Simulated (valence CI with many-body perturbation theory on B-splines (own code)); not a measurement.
Values are calculated unless marked as measured or tabulated.
# From CI to CI+MBPT in Te XXX

Method: configuration interaction combined with many-body perturbation theory (CI+MBPT): five valence electrons over a frozen Dirac-Fock core [Ar], a basis of 7 s, 7 p, 8 d, 6 f, 4 g, 1 h functions for each j, with the one-electron correlation potential Σ1 (screened to all orders), the two-electron term Σ2, the three-electron term Σ3, Breit, model QED; selected single and double excitations, second order for the rest (own B-spline code, finite nucleus).

The last digits are not significant, and no measured levels were compared; by estimate large intervals hold to a few tenths of a per cent, small ones and those within an open d or f shell to about a per cent. Only levels of the ground parity were solved; by the run's estimate the other parity begins above the list, which can be wrong where configurations are misplaced.

Each rung adds one term. CI alone is the Dirac-Coulomb CI over the frozen core; QED comes last and gives the full result, which names the levels. Energies are above (3d3/2^4 3d5/2) J=5/2 [a] on the same rung, in cm⁻¹.

Levels are named by their leading jj configuration (3d3/2^4 stands for four electrons in 3d with j = 3/2), which in mixed levels can hold well under half, so a name can repeat and another be missing. Letters in brackets count levels of one name in rising energy.

```
                      Level  CI alone    + Σ1    + Σ2    + Σ3  + Breit    Full
  (3d3/2^4 3d5/2) J=5/2 [b]     89490   89470   87057   86079    87133   87096
(3d3/2^3 3d5/2^2) J=7/2 [a]    140531  140862  138983  138274   136439  136524
    (3d3/2^3 3d5/2^2) J=3/2    145073  145402  141875  140748   140841  140924
   (3d3/2^3 3d5/2^2) J=11/2    149830  150215  150287  148959   143564  143671
    (3d3/2^3 3d5/2^2) J=9/2    162399  162900  162040  161287   157367  157516
(3d3/2^3 3d5/2^2) J=5/2 [a]    161677  162276  160462  159772   157944  158131
    (3d3/2^3 3d5/2^2) J=1/2    173365  173905  170415  169442   168480  168640
(3d3/2^3 3d5/2^2) J=7/2 [b]    203668  204328  201079  200281   197366  197560
(3d3/2^3 3d5/2^2) J=5/2 [b]    210195  210907  207695  207332   204873  205101
(3d3/2^2 3d5/2^3) J=7/2 [a]    233284  234045  230651  229142   225579  225819
   (3d3/2^2 3d5/2^3) J=11/2    233080  234050  235986  234390   227381  227701
(3d3/2^2 3d5/2^3) J=3/2 [a]    240806  241593  237694  237207   234884  235130
(3d3/2^2 3d5/2^3) J=1/2 [a]    243962  245083  242098  241845   238910  239293
(3d3/2^2 3d5/2^3) J=9/2 [a]    250373  251271  249177  248314   242890  243175
(3d3/2^2 3d5/2^3) J=3/2 [b]    253967  255035  252902  251831   249046  249401
   (3d3/2^2 3d5/2^3) J=13/2    258956  260028  262728  260753   250548  250903
(3d3/2^2 3d5/2^3) J=5/2 [a]    271132  272210  268960  268525   264679  265026
(3d3/2^2 3d5/2^3) J=9/2 [b]    297521  298632  297717  296132   290338  290694
(3d3/2^2 3d5/2^3) J=7/2 [b]    312140  313287  308869  308334   302136  302497
```

Question: How does the ionisation energy move along the ladder, and which term matters most?

Answer: CI alone 1695.4, + Σ1 1697.7, + Σ2 1706.9, + Σ3 1707.0, + Breit 1706.9, + QED 1707.0 eV. The largest step is Σ2, 9.3 eV. NIST lists 1707 ± 4 eV (theoretical).
